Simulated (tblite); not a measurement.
Calculated harmonic vibrations of the isolated species, GFN2-xTB (tblite), most abundant isotopes, no scaling. This tight-binding method is rough: wavenumbers can miss measured ones by several per cent, in bad cases by 10 to 20. Modes of hydrogen on phosphorus can be 10 to 20 % off. One conformer each. Thermal functions are those of the rigid rotor and harmonic oscillator, without mixing of conformers.

**Question.** Order these by their zero-point energy, highest first (kJ/mol).
A. `C=CC[P@@H](=S)CCC`
B. `CC[C@@H](C)N1C=CN=N1`
C. `CO[C@H]1CCC(C#N)=CO1`
D. `O=C/C=C1/C[C@@H]1CNC=O`
E. `CC(C)[C@@H]1CC[P@@H]1=S`
F. `CP(C)/C=C\[P@@H](C)=O`

**Answer.** E (464.1), A (454.3), B (443.7), F (409.9), C (391.6), D (384.9).

```tsv
SMILES	atoms	mass (u)	symmetry number	modes under 300 cm⁻¹	ZPE (kJ/mol)	S translation (J/(mol K))	S rotation	S vibration	S	Cp
CC(C)[C@@H]1CC[P@@H]1=S	21	148.05	1	8	464.1	162.9	118.0	65.4	346.3	116.8
C=CC[P@@H](=S)CCC	21	148.05	1	9	454.3	162.9	120.6	99.0	382.5	128.6
CC[C@@H](C)n1ccnn1	20	125.10	1	7	443.7	160.8	115.6	70.5	346.9	107.8
CP(C)/C=C\[P@@H](C)=O	20	150.04	1	11	409.9	163.0	118.7	97.7	379.5	139.2
CO[C@H]1CCC(C#N)=CO1	19	139.06	1	7	391.6	162.1	118.5	70.2	350.8	115.3
O=C/C=C1/C[C@@H]1CNC=O	19	139.06	1	8	384.9	162.1	120.5	84.6	367.2	120.6
```

Entropies and Cp are for 200 K and 1 bar.
